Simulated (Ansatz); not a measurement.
Molecule: CH9OSi2 (charge +1, singlet). It need not be the lowest isomer of its formula. 
Coordinates optimised at B3LYP-D3(BJ)/def2-TZVP (Ansatz, a program for electronic structure):
```
O
H 1 0.9695
Si 1 1.7890 2 115.64
H 3 1.4661 1 104.39 2 112.39
H 3 1.4661 4 114.48 1 -112.11
H 3 1.4673 4 115.32 5 -137.54
Si 1 1.8112 2 116.92 3 176.46
H 7 1.4687 1 102.15 2 -57.13
H 7 1.4702 8 113.73 1 104.05
C 7 1.8375 8 116.28 9 139.78
H 10 1.0910 7 111.77 8 173.13
H 10 1.0918 11 109.17 7 124.29
H 10 1.0941 11 107.85 12 116.24
```
Charge +1, spin multiplicity 1.

Total electronic energies in hartree. Cores are frozen in the correlated levels unless marked. No spin-orbit coupling. No relativistic terms. CBS(X,Y): correlation extrapolated as X^-3; Hartree-Fock from the larger set. The bracket is a focal-point correction in the basis named.

```
level                                                                 program  energy (Eh)
-------------------------------------------------------------  --------------  -----------
HSE06-D4/def2-TZVPD                                            Ansatz + dftd4   -697.19390
HSE06/def2-TZVPD                                                       Ansatz   -697.18742
B2GP-PLYP-D4/def2-TZVPD                                        Ansatz + dftd4   -697.15171
B2PLYP-D4/def2-TZVPD                                           Ansatz + dftd4   -697.25797
SCS-MP2/6-31G*                                                         Ansatz   -696.08563
SCS-MP2/cc-pV(Q+d)Z                                                    Ansatz   -696.49731
CCSD(T)/6-31G*                                                         Ansatz   -696.14628
RI-MP2/CBS(cc-pV(T+d)Z,cc-pV(Q+d)Z)+[CCSD(T)-MP2]/cc-pV(D+d)Z          Ansatz    -696.5855
CCSD(T)/CBS(cc-pV(T+d)Z,cc-pV(Q+d)Z)                                   Ansatz    -696.5806
```

Totals of different functionals don't rank their quality; only differences between species are comparable.
